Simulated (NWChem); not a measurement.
Molecule: C3H6ClF; SMILES C(C)[C@@H](F)Cl

```xyz
11

C     -0.8561     1.6880     0.5856
C     -0.2208     1.1513    -0.6951
C      0.5703    -0.1317    -0.5067
F      1.5602     0.0481     0.4236
Cl    -0.4985    -1.4965     0.0351
H     -1.5873     0.9637     0.9952
H     -1.3820     2.6433     0.3942
H     -0.0843     1.8668     1.3595
H      0.4911     1.8941    -1.1178
H     -0.9850     0.9646    -1.4776
H      1.0367    -0.4863    -1.4492
```
Atoms are numbered in this order, from 1.

Computed with NWChem. Pople sets run with spherical d functions. Geometry: optimised at PBE-D3(BJ)/def2-SVP. B3LYP is NWChem's, with the RPA form of VWN correlation. Level: B3LYP/6-31G* with SMD (1 M gas to 1 M solution), gas-phase geometry.

Problem. Order these by “solvation free energy (kcal/mol)”, lowest first: n-hexane; chloroform; water.

Solution. chloroform (-5.0), n-hexane (-3.7), water (-0.9)
